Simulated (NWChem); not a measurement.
System: CH3FOPb, singlet; SMILES C[O][Pb][F]

NWChem printed, in part:

```
             Northwest Computational Chemistry Package (NWChem) 7.3.0
             --------------------------------------------------------

                             Geometry "geometry" -> ""
                             -------------------------

 Output coordinates in angstroms (scale by  1.889725989 to convert to a.u.)

  No.       Tag          Charge          X              Y              Z
 ---- ---------------- ---------- -------------- -------------- --------------
    1 Pb                  82.0000     0.25589000    -0.34770900    -0.00048300
    2 F                    9.0000    -1.80573200    -0.23059800     0.00069300
    3 O                    8.0000     0.51388600     1.72795800     0.00071000
    4 C                    6.0000    -0.50163200     2.68489700     0.00098700
    5 H                    1.0000    -1.16353500     2.61237200     0.88488000
    6 H                    1.0000    -0.05229700     3.69486600     0.00475900
    7 H                    1.0000    -1.15914800     2.61720900    -0.88658800

 Effective nuclear repulsion energy (a.u.)     534.1510316165

                                 NWChem DFT Module
                                 -----------------

 Summary of "ao basis" -> "ao basis" (spherical)
 ------------------------------------------------------------------------------
       Tag                 Description            Shells   Functions and Types
 ---------------- ------------------------------  ------  ---------------------
 Pb                        def2-svpd                12       32   5s4p3d
 F                         def2-svpd                 9       23   4s3p2d
 O                         def2-svpd                 9       23   4s3p2d
 C                         def2-svpd                 8       20   4s2p2d
 H                         def2-svpd                 4        8   2s2p

            General Information
            -------------------
          SCF calculation type: DFT
          Wavefunction type:  closed shell.
          No. of atoms     :     7
          No. of electrons :    48
           Alpha electrons :    24
            Beta electrons :    24
          Charge           :     0
          Spin multiplicity:     1
          Use of symmetry is: off; symmetry adaption is: off
          Maximum number of iterations: 150
          AO basis - number of functions:   122
                     number of shells:    50
          Convergence on energy requested:  1.00D-06
          Convergence on density requested:  1.00D-05
          Convergence on gradient requested:  5.00D-04

              XC Information
              --------------
          PerdewBurkeErnzerhof Exchange Functional  1.000
            Perdew 1991 LDA Correlation Functional  1.000 local
           PerdewBurkeErnz. Correlation Functional  1.000 non-local

             Grid Information
             ----------------
          Grid used for XC integration:  medium
          Radial quadrature: Mura-Knowles
          Angular quadrature: Lebedev.
          Tag              B.-S. Rad. Rad. Pts. Rad. Cut. Ang. Pts.
          ---              ---------- --------- --------- ---------
          Pb                  1.80      123          11.0       590
          F                   0.50       49          11.0       434
          O                   0.60       49          11.0       434
          C                   0.70       49          12.0       434
          H                   0.35       45          13.0       434
          Grid pruning is: on
          Number of quadrature shells:   405
          Spatial weights used:  Erf1

      Superposition of Atomic Density Guess
      -------------------------------------

 Sum of atomic energies:        -432.47424575

      Non-variational initial energy
      ------------------------------

 Total energy =    -405.605497
 1-e energy   =   -1001.921755
 2-e energy   =     409.434000
 HOMO         =      -0.346533
 LUMO         =      -0.044881

   convergence    iter        energy       DeltaE   RMS-Dens  Diis-err
 ---------------- ----- ----------------- --------- --------- ---------
 d= 0,ls=0.0,diis     1   -407.3697268493 -5.94D+02  3.56D-02  1.35D+00
 d= 0,ls=0.0,diis     2   -404.5984339419  2.77D+00  2.67D-02  2.31D+01
 d= 0,ls=0.0,diis     3   -407.5364188574 -2.94D+00  6.30D-03  1.51D-01
 d= 0,ls=0.0,diis     4   -407.4629412646  7.35D-02  4.39D-03  7.63D-01
 d= 0,ls=0.0,diis     5   -407.5510491075 -8.81D-02  9.00D-04  2.50D-02
  Resetting Diis
 d= 0,ls=0.0,diis     6   -407.5538480991 -2.80D-03  3.27D-04  2.33D-03
 d= 0,ls=0.0,diis     7   -407.5541054115 -2.57D-04  2.52D-04  1.32D-04
 d= 0,ls=0.0,diis     8   -407.5540303682  7.50D-05  1.72D-04  8.00D-04
 d= 0,ls=0.0,diis     9   -407.5541150584 -8.47D-05  5.44D-05  7.18D-05
 d= 0,ls=0.0,diis    10   -407.5541222778 -7.22D-06  1.06D-05  4.29D-06
 d= 0,ls=0.0,diis    11   -407.5541226646 -3.87D-07  3.74D-06  2.87D-07

         Total DFT energy =     -407.554122664649
      One electron energy =    -1005.155889948812
           Coulomb energy =      452.136636278746
    Exchange-Corr. energy =      -41.417126917238
 Nuclear repulsion energy =      186.882257922655

 Numeric. integr. density =       48.000003571479

                       DFT Final Molecular Orbital Analysis
                       ------------------------------------

 Vector   22  Occ=2.000000D+00  E=-2.880685D-01
              MO Center= -1.0D+00, -8.1D-03,  4.2D-04, r^2= 2.8D+00
   Bfn.  Coefficient  Atom+Function         Bfn.  Coefficient  Atom+Function
  ----- ------------  ---------------      ----- ------------  ---------------
    38      0.415373  2 F  py                37     -0.368885  2 F  px
     3     -0.342945  1 Pb s                  4     -0.315834  1 Pb s
    41     -0.272527  2 F  py                40      0.246340  2 F  px
     1      0.231835  1 Pb s                 12     -0.178474  1 Pb px
    59      0.152705  3 O  s                 60      0.137828  3 O  px

 Vector   23  Occ=2.000000D+00  E=-2.286530D-01
              MO Center=  2.3D-01,  1.7D+00,  1.4D-03, r^2= 2.8D+00
   Bfn.  Coefficient  Atom+Function         Bfn.  Coefficient  Atom+Function
  ----- ------------  ---------------      ----- ------------  ---------------
    60      0.391618  3 O  px                61      0.342389  3 O  py
    63      0.266542  3 O  px                64      0.246884  3 O  py
   107     -0.232146  6 H  s                 13     -0.227654  1 Pb py
    59      0.216826  3 O  s                108     -0.152097  6 H  s
    83     -0.147517  4 C  px                16     -0.139100  1 Pb py

 Vector   24  Occ=2.000000D+00  E=-2.261694D-01
              MO Center=  9.4D-02,  1.8D+00, -3.8D-05, r^2= 2.0D+00
   Bfn.  Coefficient  Atom+Function         Bfn.  Coefficient  Atom+Function
  ----- ------------  ---------------      ----- ------------  ---------------
    62      0.530083  3 O  pz                65      0.369590  3 O  pz
    99     -0.208185  5 H  s                115      0.208876  7 H  s
    85     -0.195579  4 C  pz                14      0.170095  1 Pb pz
    68      0.095582  3 O  pz               116      0.091183  7 H  s
   100     -0.090045  5 H  s                 39      0.078599  2 F  pz

 Vector   25  Occ=0.000000D+00  E=-1.159694D-01
              MO Center=  2.8D-01, -2.9D-01, -6.8D-04, r^2= 3.7D+00
   Bfn.  Coefficient  Atom+Function         Bfn.  Coefficient  Atom+Function
  ----- ------------  ---------------      ----- ------------  ---------------
    17      0.596179  1 Pb pz                14      0.580338  1 Pb pz
    62     -0.219288  3 O  pz                11     -0.190948  1 Pb pz
     8     -0.184695  1 Pb pz                39      0.163325  2 F  pz
    65     -0.155364  3 O  pz                42     -0.115966  2 F  pz
    45     -0.080688  2 F  pz                99      0.048657  5 H  s

 Vector   26  Occ=0.000000D+00  E=-5.115392D-02
              MO Center=  4.5D-01, -5.2D-01, -7.1D-04, r^2= 4.8D+00
   Bfn.  Coefficient  Atom+Function         Bfn.  Coefficient  Atom+Function
  ----- ------------  ---------------      ----- ------------  ---------------
    15      0.871716  1 Pb px                12      0.486825  1 Pb px
    16      0.406897  1 Pb py                36      0.408672  2 F  s
    43      0.284842  2 F  px                59     -0.246504  3 O  s
    13      0.216891  1 Pb py                82     -0.216439  4 C  s
     4     -0.196439  1 Pb s                 67      0.190815  3 O  py

 Vector   27  Occ=0.000000D+00  E=-3.338192D-02
              MO Center=  4.6D-01, -7.0D-01, -7.8D-04, r^2= 5.7D+00
   Bfn.  Coefficient  Atom+Function         Bfn.  Coefficient  Atom+Function
  ----- ------------  ---------------      ----- ------------  ---------------
     4      0.850833  1 Pb s                 16      0.674774  1 Pb py
    82      0.647272  4 C  s                  5     -0.493923  1 Pb s
    59     -0.425703  3 O  s                 15     -0.394430  1 Pb px
    13      0.391341  1 Pb py                 3      0.294351  1 Pb s
    36     -0.250469  2 F  s                 58     -0.249093  3 O  s

     Multipole analysis of the density
     ---------------------------------

     L   x y z        total         alpha         beta         nuclear
     -   - - -        -----         -----         ----         -------
     0   0 0 0     -0.000000    -24.000000    -24.000000     48.000000

     1   1 0 0      0.965712     11.722655     11.722655    -22.479598
     1   0 1 0     -0.699193    -27.875830    -27.875830     55.052467
     1   0 0 1     -0.001353     -0.010375     -0.010375      0.019396

     2   2 0 0    -38.164586    -85.341922    -85.341922    132.519258
     2   1 1 0     -2.968843      8.253184      8.253184    -19.475211
     2   1 0 1      0.001790      0.029793      0.029793     -0.057795
     2   0 2 0    -33.147285   -190.847759   -190.847759    348.548234
     2   0 1 1     -0.000576     -0.066004     -0.066004      0.131432
     2   0 0 2    -31.129426    -18.366379    -18.366379      5.603332

 *** CALLING NEW AORESP DRIVER FOR CLOSED AND OPEN SHELLS ***
 Entering AOResponse driver routine

--------------------------------------------------------------------------------

          -----------------------------------------------
          Solving response equations for perturbing field
          -----------------------------------------------

 number of frequencies:     1
 frequency in a.u.:  0.0000000E+00
 Perturbing field: electric
 Using El. Dipole Length Gauge

 Setting up CPKS with frequency omega =      0.00000000 a.u.

 STATIC response

                                NWChem CPHF Module
                                ------------------

  scftype          =     RHF
  nclosed          =       24
  nopen            =        0
  variables        =     2352
  # of vectors     =        3
  tolerance        = 0.10D-03
  level shift      = 0.00D+00
  max iterations   =       50
  max subspace     =       30

 SCF residual:    2.4481237329632025E-004

Iterative solution of linear equations
  No. of variables     2352
  No. of equations        3
  Maximum subspace       30
        Iterations       50
       Convergence  1.0D-04

   iter   nsub   residual    time
   ----  ------  --------  ---------
     1      3    1.00D+01      70.0
     2      6    6.47D+00      88.5
     3      9    7.10D-01     107.0
     4     12    2.26D-01     125.3
     5     15    2.17D-02     143.7
     6     18    3.56D-03     160.5
     7     21    4.19D-04     176.5
     8     24    5.36D-05     192.4

 Electric Dipole Response Matrix (nonzero elements):

              1        2        3
    1   58.5151  -5.1527  -0.0069
    2   -5.1527  81.9804   0.0138
    3   -0.0069   0.0138  46.1227

 ------------------------------------------
 average:        62.20606 + I       0.00000

 DFT Linear Response polarizability / au
 Frequency  =       0.0000000 / au
              X              Y              Z
 -----------------------------------------------
 X      58.5150745     -5.1527410     -0.0068754
 Y      -5.1527234     81.9803818      0.0137814
 Z      -0.0068752      0.0137814     46.1227319
 -----------------------------------------------
 Eigenvalues =      57.4334444     83.0620192     46.1227245
 Isotropic   =      62.2060627
 Anisotropic =      32.7816086
 -----------------------------------------------

 Magnetic Dipole Response Matrix (nonzero elements):

 Exiting AOResponse driver routine
```

Level: PBE/def2-SVPD with def2 effective core potentials on Pb. Low-valent species are run as closed-shell singlets; no triplet was tried in these runs. Geometry: optimised at PBE0/def2-SVP. Not confirmed as a minimum by frequencies. def2 effective core potentials on Pb; no spin-orbit coupling.

Reconstruct the input file.

This is not unique; one that fits is the input that was run:
```
start job
memory heap 200 mb stack 900 mb global 1100 mb
geometry units angstroms noautosym nocenter noautoz
  Pb     0.255890    -0.347709    -0.000483
  F     -1.805732    -0.230598     0.000693
  O      0.513886     1.727958     0.000710
  C     -0.501632     2.684897     0.000987
  H     -1.163535     2.612372     0.884880
  H     -0.052297     3.694866     0.004759
  H     -1.159148     2.617209    -0.886588
end
basis spherical
  * library def2-svpd
end
ecp
  Pb library def2-ecp
end
dft
  xc xpbe96 cpbe96
  iterations 150
end
property
  response 1 0.0
end
task dft property
```
